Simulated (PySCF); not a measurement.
An unknown is described by computed data only.

Formula: BH9O2Si3.

* 1H NMR: chemical shifts (computed TMS as zero) by class: 3.65 (6 H), 3.54 (2 H), 3.05 (1 H) ppm [GIAO PBE0/pcSseg-1]
* NMR, other nuclei: isotropic shieldings of nuclei other than C and H, by class: 68 (1 B), 187 (2 O), 454 (2 Si), 485 (1 Si) ppm [GIAO PBE0/pcSseg-1]
* UV, first state: lowest singlet excitation: 6.45 eV (192 nm, f = 0.009) [TDDFT CAM-B3LYP/def2-SVPD]
* Rotational structure: rotational constants A, B, C: 1.686, 1.212, 0.877 GHz [PBE0-D3(BJ)/def2-SVP]
* XPS: Si2p3/2 105.6, Si2p3/2 106.1 (×2), B1s 197.0, O1s 539.3 (×2), Si1s 1845.2, Si1s 1845.8 (×2) eV [ΔSCF SCAN, pcX-2 on the ionised atom, pcseg-1 elsewhere, spin-free X2C, 2p3/2 from a spin–orbit splitting computed afterwards within the 2p shell]
* Triplet: lowest triplet excitation (Tamm–Dancoff): 5.53 eV [TDA CAM-B3LYP/def2-SVPD]
* Dipole: 3.46 D [CAM-B3LYP/def2-SVPD]
* Valence photoelectron: vertical ionisation energy: 9.53 eV [ΔSCF CAM-B3LYP/def2-SVPD]
* Polarisability: 115.0 au [CAM-B3LYP/def2-SVPD]

Electronic properties: PySCF, gas phase, density fitting. Levels stand in brackets. Geometry: PBE0-D3(BJ)/def2-SVP, one conformer, isolated molecule. Each NMR value is the plain mean over a class of atoms that symmetry, rotation or inversion makes alike.

Task: Propose a structure and show how it fits.

Result: Numbering: `[OH:1][B:2]([OH:3])[SiH:4]([SiH3:5])[SiH3:6]`. Hydrogen classes from least to most shielded: 6 H on 2 SiH3 silicons, Si5/Si6 (3.65 ppm), 2 H on 2 boron-bound oxygens, O1/O3 (3.54 ppm), 1 H on an SiH silicon, Si4 (3.05 ppm). The other shieldings belong to: 68 ppm, three-coordinate boron [B2]; 187 ppm, boron-bound oxygen [O1/O3]; 454 ppm, SiH3 silicon [Si5/Si6]; 485 ppm, SiH silicon [Si4]. The core levels belong to: Si2p3/2 105.6 eV, SiH silicon [Si4]; Si2p3/2 106.1 eV, SiH3 silicon [Si5/Si6]; B1s 197.0 eV, three-coordinate boron [B2]; O1s 539.3 eV, boron-bound oxygen [O1/O3]; Si1s 1845.2 eV, SiH silicon [Si4]; Si1s 1845.8 eV, SiH3 silicon [Si5/Si6]. One atom of each topological class was ionised and stands for its class. The first electron is taken from the HOMO, whose largest Löwdin shares are 0.32 on the SiH silicon, 0.21 on each of 2 atoms of one kind (SiH3 silicon) and 0.06 on an Si–H hydrogen. By its constants the optimised geometry is an asymmetric top. Structure: `B([SiH]([SiH3])[SiH3])(O)O`. The assignments are read from this structure; whether some other isomer fits the data as well wasn't checked.

Shape of the structure used: `[OH:1][B:2]([OH:3])[SiH:4]([SiH3:5])[SiH3:6]`: O1–B2–Si4–Si5 -56°, H–O1–B2–O3 0°, H–O3–B2–O1 0°.
